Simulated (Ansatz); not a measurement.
Cartesian coordinates in Å:
```
N -0.836 -0.039 0.113
C 0.427 -0.352 -0.652
S 0.557 0.656 -2.177
O 1.434 -0.041 0.195
Al 0.461 0.314 1.660
H -1.490 -0.813 0.142
H -1.302 0.772 -0.282
H 0.397 -1.411 -0.942
H -0.351 -0.036 -2.887
H 0.316 -0.880 2.701
H 0.387 1.828 2.129
```

The species carries charge 0 and has multiplicity 1. The bonds changed during the relaxation, so this is another structure than the one it started from.

List the ωB97M-V/def2-TZVPP orbital energies in eV (Ansatz 0.2.0). (An estimate is asked.)

The calculation gave: Occupied: -2427.16, -1531.48, -525.51, -396.35, -285.21, -221.13, -164.25, -164.17, -164.03, -116.06, -75.70, -75.59, -75.54, -31.81, -28.59, -24.15, -20.42, -18.51, -17.46, -15.87, -15.07, -14.08, -12.64, -11.92, -11.24, -10.86, -9.81, -9.60. Lowest empty: 1.26, 1.63, 2.57, 2.79, 2.95, 3.16, 4.24, 4.58.
